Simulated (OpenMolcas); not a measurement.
# Os⁶⁺: CASPT2 settings compared

```yaml
Program: OpenMolcas
Basis: ANO-RCC-VDZ [7s6p4d2f]
Scalar_Hamiltonian: DKH2, point nucleus
Active_space: 2 electrons in 10 orbitals (5d 6d)
State_averaging: 2S+1 = 3 even, 10 roots; 2S+1 = 1 even, 15 roots kept (CI in the orbitals of an earlier block)
Spin-orbit_coupling: RASSI with atomic mean-field integrals over the reference wave functions, term energies averaged over their components
```

Methods on the same reference wave functions:
A. CASSCF
B. SS-CASPT2, IPEA 0.6 Eh, sigma2 regulariser 0.15 Eh (closed shells correlated: 4f 5s 5p)
C. SS-CASPT2, IPEA 0.4 Eh, imaginary shift 0.15 Eh (closed shells correlated: none)
D. SS-CASPT2, IPEA 0.4 Eh, sigma1 regulariser 0.15 Eh (closed shells correlated: none)

Energies in cm⁻¹ above 5d² ³F₂, the measured ground level; measured values from van het Hof, Joshi, Wyart and Sugar, J. Res. Natl. Inst. Stand. Technol. 100, 687 (1995).

```csv
Level,A,B,C,D,Measured
5d² ³F₂,0.0,0.0,0.0,0.0,0.0
5d² ³F₃,11115,11340,11250,11250,10308
5d² ³P₀,18325,16850,17320,17320,15837
5d² ³F₄,19748,19790,19850,19860,
5d² ³P₁,25058,23810,24330,24330,22098
5d² ¹G₄,34931,34210,34910,34910,31274
5d² ³P₂ [56 %],37276,35910,36450,36450,33127
5d² ¹S₀,64871,61310,61370,61370,57710
```

Deviations, from unrounded energies. A percentage is the sum of absolute deviations over the sum of measured energies, with the sign that they share, or ± where signs differ.

```json
{"Against measurement": "mean absolute deviation (cm-1)", "Levels": "6", "A": "3500", "B": "2200", "C": "2500", "D": "2500"}
{"Against measurement": "fine structure of the ground term (%)", "Levels": "1", "A": "+7.8", "B": "+10.0", "C": "+9.1", "D": "+9.1"}
{"Against measurement": "other terms of the ground configuration (%)", "Levels": "5", "A": "+12.8", "B": "+7.5", "C": "+9.0", "D": "+9.0"}
```

B lies closest to measurement on these levels and A furthest from it. The largest miss of B in the table is 5d² ¹S₀, by +3600 cm-1. The ranking rests on the paired levels alone, and a cruder setting can come out closer through cancelling errors.

Among B to D the level of the table that moves most is 5d² ¹G₄, by 700 cm-1 (lowest in B, highest in D). Moves below CASPT2's spread within the term are not significant.

From A to B the spin-free energies of the other terms of 5d² shown, above ³F, scale by factors of 0.89 to 0.94, as is usual when dynamic correlation screens the repulsion within a d or f shell.

The lowest spin-free term lies below A's lowest term by 0.310 hartree in B, 0.002 hartree in C, 0.002 hartree in D.

CASPT2 breaks the degeneracy within a term, and the mean is taken; among the terms shown or strongly mixed into the levels shown the widest spread is 300 cm-1 (5d² ³F, B). Terms from blocks run as CI alone lack orbitals of their own. Active for correlation alone: 6d; no level in the range computed is led by a configuration that fills it, so any true level of that kind is missing. The basis is small and was not contracted for so high a charge. Without dynamic correlation excited terms often stand tens of per cent too high (terms of higher spin than the ground term too low), and those without a measured partner can miss by more than the paired ones (holds for A). Computed and measured levels are paired by configuration, term and J; levels that our copy of the source lacks, or whose pairing is in doubt (as where it misses far off the trend of its configuration), stay unpaired and out of the deviations. Levels of configurations outside the active space are missing. The table leaves out levels that lie high or whose names do not pair safely across all columns.

A share in square brackets marks a mixed level and gives the weight of the term that names it, the lowest over the columns.
